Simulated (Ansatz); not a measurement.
Consider the cleavage of the Si–Si bond: `C[Si](N)(N)[SiH3]` + `[SiH3]P` → `[SiH3]P[SiH3]` + `C[SiH](N)N`.

Gas-phase electronic energies from Ansatz, PBE0-D4/def2-TZVP geometries. CCSD(T)/CBS adds triple-zeta CCSD(T) − MP2 to the extrapolated MP2 energy (def2 sets, frozen cores). This one scheme is used for every species. Functionals use def2-TZVPP. B3LYP here is the variant with VWN-RPA as its local correlation; programs differ in this. One conformer a species, not always the lowest.

Question: Is it downhill or uphill in electronic energy at CCSD(T)/CBS, and by how much? (Estimate.)

Answer: Computed: Downhill: ΔE = -8.7 kcal/mol.

Question: What do these levels give: PBE-D4, r2SCAN-D4, ωB97X-V, ωB97M-V, r2SCAN, B3LYP, SCS-MP2/def2-TZVPP, CCSD(T)/def2-TZVPP, HF/def2-QZVPP, SCS-MP2/def2-QZVPP, HF/CBS(def2), CCSD/CBS(def2)? (Best estimate.)

Answer: Computed: PBE-D4 -6.5, r2SCAN-D4 -8.0, ωB97X-V -7.9, ωB97M-V -8.8, r2SCAN -8.1, B3LYP -7.6, SCS-MP2/def2-TZVPP -9.5, CCSD(T)/def2-TZVPP -8.2, HF/def2-QZVPP -9.5, SCS-MP2/def2-QZVPP -9.9, HF/CBS(def2) -9.5, CCSD/CBS(def2) -8.7 kcal/mol.

Largest T1 diagnostic among the species: 0.013.

From PBE to PBE0 (25 % exact exchange), in def2-TZVPP and without D4, ΔE moves by −1.0 kcal/mol.
